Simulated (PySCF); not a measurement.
Task: What does the PBE0-D3(BJ)/def2-SVP structure of Zr(OMe)2Cl2 (`C[O][Zr]([Cl])([Cl])[O]C`) look like in three dimensions? (Singlet state.)

Result: 
```xyz
13
C2H6Cl2O2Zr angstrom
Zr    -0.8927    0.1532   -0.7974
O     -1.1779    0.0686    1.0733
C     -1.3199    0.0025    2.4518
H     -1.8569    0.8906    2.8249
H     -0.3356   -0.0425    2.9472
H     -1.8944   -0.8946    2.7372
O      0.9433    0.0004   -1.2256
C      2.2766   -0.1645   -1.5718
H      2.4435   -1.1708   -1.9915
H      2.9282   -0.0413   -0.6910
H      2.5709    0.5815   -2.3289
Cl    -1.6754    2.2462   -1.5838
Cl    -1.9789   -1.6815   -1.8222
```

Orientation and origin are arbitrary. Atoms count from 1 in this order. Zr1 (zirconium bonded to 2 Cl and 2 O) is tetrahedral (angles from 106.6° to 112.9°).

Bonds between heavy atoms (Å): Zr1–O2 1.894, Zr1–O7 1.891, Zr1–Cl12 2.369, Zr1–Cl13 2.366, O2–C3 1.387, O7–C8 1.387.

Computed with PBE0-D3(BJ)/def2-SVP geometry optimisation, gas phase, def2 core potentials past Kr in PySCF 2.14.0.

Point group: near Cs, missed by 0.17 Å at most; the miss may be what the optimiser left on a soft mode. No frequency check.
